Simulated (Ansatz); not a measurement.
Relaxation of CH$_{6}$Ge (8 atoms, charge 0, multiplicity 1), to a largest force component of 0.03 eV/Å in at most 50 steps.

These are results of Ansatz 0.2.0, RKS BLYP/def2-SVP, not measurements.

```xyz
8
Properties=species:S:1:pos:R:3
Ge 0.253 0.000 0.044
C 0.922 -0.016 1.880
H 0.191 -0.152 2.703
H 1.667 -0.833 1.936
H 1.451 0.943 2.042
H 1.739 0.138 -0.328
H -0.602 1.233 -0.350
H -0.408 -1.314 -0.447
```

Question: Where does it end, and by what steps?

Answer: The run converged. After 4 steps the energy has fallen by 0.406 eV; H6 moved furthest, 0.55 Å.

| step | energy less start (eV) | largest force component (eV/Å) | accepted |
| --- | --- | --- | --- |
| 0 | 0.0000 | 1.299 | yes |
| 1 | -0.2468 | 0.529 | yes |
| 2 | -0.3560 | 0.348 | yes |
| 3 | -0.4030 | 0.234 | yes |
| 4 | -0.4056 | 0.011 | yes |

```xyz
8
Properties=species:S:1:pos:R:3
Ge 0.399 0.015 0.037
C 0.936 -0.017 1.948
H 0.046 -0.137 2.595
H 1.628 -0.861 2.136
H 1.446 0.928 2.218
H 1.651 0.166 -0.874
H -0.559 1.210 -0.237
H -0.334 -1.304 -0.343
```

Whether the end is a true minimum wasn't checked by a vibrational analysis.

Time of the run: 4.8 s on 2 threads of Arm Neoverse V2, on a shared host, peak memory 0.13 GiB.
